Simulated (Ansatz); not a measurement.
CH₆O₂Si, SMILES `OC(O)[SiH3]`. Charge 0, multiplicity 1. All single points use the PBE0-D4/def2-TZVP geometry. It is one conformer, not always the lowest.

```xyz
10

O    -0.970   -1.224    0.454
C    -0.586   -0.103   -0.299
O    -0.160   -0.456   -1.595
Si    0.781    0.800    0.683
H    -1.701   -1.656   -0.001
H    -1.440    0.564   -0.474
H     0.628   -1.003   -1.511
H     0.364    1.073    2.081
H     1.097    2.078   -0.006
H     1.986   -0.074    0.669
```

Task: What is the dipole moment at ωB97M-V/def2-TZVPP? (An estimate is asked.)

Result: The calculation gave: 0.47 D, with components (-0.33, -0.31, -0.14) D in this frame, pointing from negative to positive charge.

Task: And with PBE, r2SCAN, B3LYP? (Estimate.)

Result: Ansatz gave: PBE 0.60 D, r2SCAN 0.56 D, B3LYP 0.48 D.

Task: Give the Mulliken charges with ωB97M-V, B3LYP, r2SCAN in def2-TZVPP. (Best estimate.)

Result: Computed: 
```
atom  ωB97M-V  B3LYP  r2SCAN
  O1    -0.31  -0.33   -0.35
  C2     0.07   0.14    0.18
  O3    -0.32  -0.33   -0.35
 Si4     0.17   0.27    0.28
  H5     0.17   0.18    0.20
  H6     0.10   0.09    0.04
  H7     0.18   0.19    0.20
  H8    -0.02  -0.06   -0.07
  H9    -0.02  -0.06   -0.07
 H10    -0.03  -0.07   -0.07
```

B3LYP here is the variant with VWN-RPA as its local correlation; programs differ in this.
